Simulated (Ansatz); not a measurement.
Ansatz results at the PBE0-D4/def2-TZVP geometry: LUMO energy (ωB97M-V/def2-TZVPP) 1.74 eV; size of the dipole moment (B3LYP/def2-TZVPP) 1.66 D; HOMO–LUMO gap (ωB97M-V/def2-TZVPP) 9.63 eV.

Each molecule was computed in one conformer, which needn't be the lowest.

Task: Which molecule gave them?
A. `C[N](C)[Ta](=[NH])([N](C)C)[N](C)C`
B. `[O]=[Ta]([OH])([OH])[F]`
C. `C[N](C)[Ta]([CH3])([F])=[N]C(C)(C)C`
D. `[NH2][Ta]([NH2])(=[S])[Cl]`

Result: A. The others give `[NH2][Ta]([NH2])(=[S])[Cl]`: 0.62, 4.43, 10.20; `C[N](C)[Ta]([CH3])([F])=[N]C(C)(C)C`: 1.40, 2.24, 10.47; `[O]=[Ta]([OH])([OH])[F]`: 0.78, 2.27, 12.73.

B3LYP here is the variant with VWN-RPA as its local correlation; programs differ in this.
